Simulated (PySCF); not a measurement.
Isomers of C8H10, mass 106.078 u with the commonest isotopes. Computed with PBE0/def2-SVPD in PySCF (dipole) on a GFN2-xTB geometry, gas phase. One conformer each, none proved a minimum here; rigid rotors.

Task: Order these by rotational constant B, largest first.
A. `C#CC(C)=C1CCC1`
B. `C[C@]12[C@@H]3[C@@H]([C@@]32C)C=C1`
C. `[CH:1]#[C:2][C:3]#[C:4][C@H:5]([CH3:6])[CH2:7][CH3:8]` with C4–C5–C7–C8 -64°

Result: B (2583 MHz), A (1473 MHz), C (1005 MHz).

Task: Order these by out-of-plane moment Σ m c² = (Ia + Ib − Ic)/2, largest first.
A. `C[C@@]12[C@H]3[C@@H]1C=C[C@]32C`
B. `[CH:1]#[C:2][C:3]#[C:4][C@H:5]([CH3:6])[CH2:7][CH3:8]` with C4–C5–C7–C8 -64°
C. `C#CC(C)=C1CCC1`

Result: A (38.98 u·Å²), B (13.00 u·Å²), C (6.29 u·Å²).

Task: Order these by rotational constant A, largest first.
A. `C1C(CC1)=C(C)C#C`
B. `C[C@@]12[C@H]3[C@@H]1C=C[C@]32C`
C. `[CH:1]#[C:2][C:3]#[C:4][C@H:5]([CH3:6])[CH2:7][CH3:8]` with C4–C5–C7–C8 -64°

Result: A (3658 MHz), C (3499 MHz), B (2870 MHz).

```
                         SMILES  point group  Ia (u·Å²)  Ib (u·Å²)  Ic (u·Å²)      κ  μa (D)  μb (D)  μc (D)
C[C@@]12[C@H]3[C@@H]1C=C[C@]32C           C1     176.09     195.65     293.78   0.50    1.14    0.09    0.23
                 C#CC(C)=C1CCC1           Cs     138.17     343.12     468.71  -0.69    1.02    0.33    0.00
               C#CC#C[C@H](C)CC           C1     144.45     503.10     621.55  -0.86    1.33    0.17    0.01
```
